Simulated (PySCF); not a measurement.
B(F)(OH)(SeH) (BFH₂OSe), SMILES FB(O)[SeH].

The structure is a stationary point at r2SCAN-D4/def2-SVP. One conformer was computed; it need not be the lowest.

Computed with B3LYP/def2-TZVPD run with PySCF.

Gas-phase values at a fixed geometry.

The total energy is -2602.94354 hartree and the point group is Cs. The highest occupied level is -7.16 eV, the lowest empty level is -0.66 eV and the orbital gap comes out as 6.50 eV. The dipole moment is 1.48 D and the quadrupole, principal values (traceless, Buckingham form, about the centre of nuclear charge) is -3.87, -3.27, 7.14 D·Å. The mean static polarisability comes out as 48.0 bohr³ (7.12 Å³). The polarisability, principal values is 40.3, 45.1, 58.6 bohr³.
